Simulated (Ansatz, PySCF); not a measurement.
C2H8O2Si, SMILES O[C@@H](C)[SiH2]O.

The structure is a stationary point at B3LYP-D3(BJ)/def2-SVP. The structure was generated by enumeration; whether it is a known compound was not checked. The values are those of a single conformer.

Vertical ionisation energy (IE) and electron affinity (EA) in eV. Rows of orbital energies are one-electron estimates. Where ΔSCF, EOM or ADC give a negative EA the extra electron is unbound and the value depends on the basis.

| level | IE | EA |
|---|---|---|
| −ε(HOMO), −ε(LUMO), CAM-B3LYP/def2-TZVP (PySCF) | 8.91 | -1.27 |
| −ε(HOMO), −ε(LUMO), PBE/def2-TZVP (PySCF) | 6.04 | 0.54 |
| ΔSCF, PBE0/def2-TZVPD (Ansatz), final states of multiplicity 2 and 2 | 9.57 | -0.92 |
| ΔSCF, PBE/def2-TZVPD (Ansatz), final states of multiplicity 2 and 2 | 9.20 | -0.76 |

Q: What vertical singlet–triplet gap does ΔSCF give with PBE0/def2-TZVPD (Ansatz, an electronic-structure program) and with PBE/def2-TZVPD (Ansatz)? (Estimate from the structure and the level; the computed values follow.)

A: 5.81 and 5.29 eV (triplet above singlet where positive).
